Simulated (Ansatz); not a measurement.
Consider the ligand exchange at a Ge–N bond: `[NH2][GeH2][Cl]` + `S[SiH2]Cl` → `Cl[SiH2][S][GeH2][Cl]` + NH₃.

Computed with Ansatz on PBE0-D4/def2-TZVP structures; ΔE is electronic, products minus reactants. CBS: MP2 limit from def2 TZ/QZ plus the TZ coupled-cluster correction, frozen cores. This one scheme is used for every species. Functionals use def2-TZVPP. B3LYP here is the variant with VWN-RPA as its local correlation; programs differ in this. For Ge outer-core shells are correlated without core-valence functions, which leaves a few kJ/mol of doubt a bond. Scalar relativity is left out up to krypton. One conformer a species, not always the lowest.

(1) Is it downhill or uphill in electronic energy at CCSD(T)/CBS, and by how much? (Estimate.)

(2) What do these levels give: PBE-D4, PBE0-D4, ωB97X-V, ωB97M-V, PBE, B3LYP, MP2/def2-TZVPP, HF/def2-QZVPP, SCS-MP2/def2-QZVPP, HF/CBS(def2), MP2/CBS(def2), CCSD/CBS(def2)? (An estimate is asked.)

Largest T1 diagnostic among the species: 0.010.

Answers

(1) The calculation gave: Downhill: ΔE = -0.43 eV.

(2) The calculation gave: PBE-D4 -0.47, PBE0-D4 -0.47, ωB97X-V -0.38, ωB97M-V -0.41, PBE -0.38, B3LYP -0.30, MP2/def2-TZVPP -0.44, HF/def2-QZVPP -0.25, SCS-MP2/def2-QZVPP -0.40, HF/CBS(def2) -0.25, MP2/CBS(def2) -0.49, CCSD/CBS(def2) -0.40 eV.

The D4 term adds −0.14 eV with B3LYP and −0.08 eV with PBE0; it sums over pairs of atoms, weighted by their polarisabilities, and B3LYP, whose exchange is more repulsive, gets the larger term. In def2-TZVPP, CCSD(T) changes the Hartree–Fock value by −0.14 eV (the triples alone add −0.03 eV) and MP2 by −0.19 eV.
